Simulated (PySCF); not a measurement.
Be(SMe)(GeH3) (CH6BeGeS), SMILES [S](C)[Be][GeH3].

Geometry: B3LYP-D3(BJ)/def2-SVP. The structure was generated by enumeration; whether it is a known compound was not checked. The values are those of a single conformer.

Two levels are set side by side: PBE/def2-TZVP (PySCF) and ωB97X/def2-TZVP (PySCF). Same geometry, gas phase. Differences are taken from unrounded values.

| quantity | ωB97X |
|---|---|
| orbital gap (eV) | 10.06 |
| highest occupied level (eV) | -9.56 |
| lowest empty level (eV) | 0.50 |
| dipole moment (D) | 1.75 |
| mean polarisability (bohr³) | 81.7 |

What does PBE give, and how far is it from ωB97X? (The exact figures need the calculation; the answer reports its results.)


| quantity | PBE | PBE minus ωB97X |
|---|---|---|
| orbital gap (eV) | 3.78 | -6.28 |
| highest occupied level (eV) | -6.09 | 3.47 |
| lowest empty level (eV) | -2.30 | -2.80 |
| dipole moment (D) | 1.85 | 0.10 |
| mean polarisability (bohr³) | 86.9 | 5.2 |

PBE's occupied levels lie high since its potential decays too fast outside the molecule; exact exchange lowers them and widens the gap. PBE's more diffuse valence density responds more strongly to a field. Differences between two approximate levels are no errors against the true value.

Rough cost on one machine, each run with all the roots and properties that it gave: ωB97X against PBE within a factor of 2.
